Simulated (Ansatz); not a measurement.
`[F][Sn]([F])([Cl])[Cl]` → 2 Cl• + 2 F• + Sn•  (atomization)

Program: Ansatz. Geometries: PBE0-D4/def2-TZVP. ΔE: electronic, gas phase. CBS: MP2 limit from def2 TZ/QZ plus the TZ coupled-cluster correction, frozen cores. This one scheme is used for every species, atoms too. Functionals use def2-TZVPP. HSE06 is defined as in plane-wave codes. Open shells (•) are unrestricted, without spin–orbit coupling. Spin–orbit coupling would lower the free atoms: a little for Cl, F; strongly for Sn. Elements past krypton have def2 core potentials. Bonds to Sn are less sure, by a few kJ/mol each and by 10 to 20 or more in all where they break to atoms, as the def2 sets lack core-valence functions.

CCSD(T)/CBS gives +1551.9 kJ/mol.

(1) Another level gave +1466.1 kJ/mol. Which?
A. CCSD(T)/def2-TZVPP
B. PBE0-D4/def2-TZVPP
C. r2SCAN/def2-TZVPP
D. HSE06/def2-TZVPP

Largest T1 diagnostic among the species: 0.013.

## Answers

(1) A. CCSD(T)/def2-TZVPP 1466.1, r2SCAN 1532.1, PBE0-D4 1500.7, HSE06 1488.4 kJ/mol.

The D4 term adds +25.5 kJ/mol with B3LYP and +13.4 kJ/mol with PBE0; it sums over pairs of atoms, weighted by their polarisabilities, and B3LYP, whose exchange is more repulsive, gets the larger term. At CCSD(T), def2-SVP lies −198.1 kJ/mol from the extrapolated value and def2-TZVPP −85.8 kJ/mol: correlation converges slowly with the basis, and small sets miss more of it in the bonded molecule than in its fragments. In def2-TZVPP, CCSD(T) changes the Hartree–Fock value by +455.7 kJ/mol (the triples alone add +46.5 kJ/mol) and MP2 by +540.4 kJ/mol; breaking electron pairs costs correlation energy, which Hartree–Fock lacks.

B3LYP here is the variant with VWN-RPA as its local correlation; programs differ in this.

For atomizations the MP2-based limit and the directly extrapolated one differ by several kJ/mol either way, and by 10 to 25 for some Ge, Se and Sn compounds, so smaller differences from it don't rank the levels.
